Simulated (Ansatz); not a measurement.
The same molecule with X = Ti, Zr, Hf. Ansatz, PBE0-D4/def2-TZVP geometries, multiplicity 1. Each molecule was computed in one conformer, which needn't be the lowest.

Elements past krypton have def2 core potentials. Scalar relativity is left out up to krypton. Spin–orbit coupling is left out; it splits and shifts lone-pair levels of the heavy atoms by tenths of an eV.

```json
{"X": "Zr", "molecule": "`[Cl][Zr]([Cl])([Cl])[SeH]`", "mean X–Cl bond length / Å": "2.319", "mean X–Se bond length / Å": "2.548", "HOMO–LUMO gap (B3LYP/def2-TZVPP) / eV": "4.62", "HOMO–LUMO gap (ωB97M-V/def2-TZVPP) / eV": "9.18", "LUMO energy (PBE0/def2-TZVPP) / eV": "-2.77"}
{"X": "Hf", "molecule": "`[Cl][Hf]([Cl])([Cl])[SeH]`", "mean X–Cl bond length / Å": "2.320", "mean X–Se bond length / Å": "2.550", "HOMO–LUMO gap (B3LYP/def2-TZVPP) / eV": "5.02", "HOMO–LUMO gap (ωB97M-V/def2-TZVPP) / eV": "9.61", "LUMO energy (PBE0/def2-TZVPP) / eV": "-2.32"}
```

Q: Give the row for X = Ti, `[Cl][Ti]([Cl])([Cl])[SeH]`. (An estimate is asked.)

A: The calculation gave: 
```tsv
X	molecule	mean X–Cl bond length / Å	mean X–Se bond length / Å	HOMO–LUMO gap (B3LYP/def2-TZVPP) / eV	HOMO–LUMO gap (ωB97M-V/def2-TZVPP) / eV	LUMO energy (PBE0/def2-TZVPP) / eV
Ti	`[Cl][Ti]([Cl])([Cl])[SeH]`	2.168	2.390	3.80	8.43	-3.61
```

From Ti to Hf the mean X–Cl bond length rises at each step, by 0.152 Å in all; the mean X–Se bond length rises at each step, by 0.160 Å in all; the HOMO–LUMO gap (B3LYP/def2-TZVPP) rises at each step, by 1.22 eV in all; the HOMO–LUMO gap (ωB97M-V/def2-TZVPP) rises at each step, by 1.18 eV in all; the LUMO energy (PBE0/def2-TZVPP) rises at each step, by 1.29 eV in all.

B3LYP here is the variant with VWN-RPA as its local correlation; programs differ in this.
